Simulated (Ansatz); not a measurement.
ClF3HMoN, SMILES [NH]=[Mo]([F])([F])([F])[Cl], multiplicity 1.

The structure is a stationary point at B3LYP-D3(BJ)/def2-SVP. The multiplicity is an assumed one; no other spin state was optimised. The structure was generated by enumeration; whether it is a known compound was not checked. The def2 effective core potentials stand for the cores of Mo; spin–orbit coupling is left out.

Two levels are set side by side: PBE/def2-SVPD (Ansatz, a quantum-chemistry and plane-wave program) and CAM-B3LYP/def2-SVPD (Ansatz). Energy differences of separate SCF runs at the same geometry; the states with an electron removed or added have multiplicity 2 and 2. Differences are taken from unrounded values.

```
quantity                           CAM-B3LYP    PBE  PBE minus CAM-B3LYP
---------------------------------  ---------  -----  -------------------
vertical ionisation energy (eV)        11.85  11.33                -0.52
vertical electron affinity (eV)         3.15   2.22                -0.93
vertical singlet–triplet gap (eV)       2.91   3.19                 0.28
```
